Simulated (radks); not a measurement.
Results of a calculation; reference values are marked as such.
Question: Ionisation of F+, [He] 2s2 2p4, to F2+, [He] 2s2 2p3, under several functionals. Non-relativistic Kohn-Sham, spin-polarised, spherical densities, point nucleus; open shells are filled with parallel spins first; a radial shooting solver on a logarithmic mesh with Libxc functionals. The NIST Atomic Spectra Database gives 34.971 eV (measured). Rank these functionals by the error of their Delta-SCF ionisation energy: HCTH/407; XLYP; r2SCAN; TPSS; exchange-only LDA; Wu-Cohen GGA; B86b exchange with PBE correlation; LDA (Slater exchange, Perdew-Wang correlation); OLYP; SCAN; PBEsol.

Answer: From best to worst: B86b exchange with PBE correlation 35.025 eV (+0.054); Wu-Cohen GGA 34.839 eV (-0.132); LDA (Slater exchange, Perdew-Wang correlation) 35.157 eV (+0.186); PBEsol 34.765 eV (-0.206); XLYP 35.184 eV (+0.213); HCTH/407 34.632 eV (-0.339); TPSS 34.587 eV (-0.383); OLYP 34.579 eV (-0.392); SCAN 34.067 eV (-0.904); r2SCAN 34.062 eV (-0.909); exchange-only LDA 32.839 eV (-2.132). Open shells are spherical and high-spin; term and fine-structure splittings are not resolved.
